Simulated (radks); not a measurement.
These are the eigenvalues of the occupied orbitals of an atom or ion with whole-number occupations (Ry). Calculated with a radial shooting solver on a logarithmic mesh with Libxc functionals: non-relativistic Kohn-Sham, PBE, spin-unpolarised, spherical densities, point nucleus.

1s: -685.8282
2s: -117.8667
2p: -108.7746
3s: -42.02302
3p: -39.09104

Which element is it, and in what charge state? The configuration may be excited.

Answer. Z = 29, copper, charge +16: Cu16+ in [Ne] 3s2 3p1. The list shows which subshells hold electrons but not how many an open one holds; the 1s level, -342.91 hartree, gives Z - s = 26.2 by -(Z - s)^2/2, which with screening narrows Z to a few neighbours, and the depths of the outer levels then fix element, charge and occupations together.
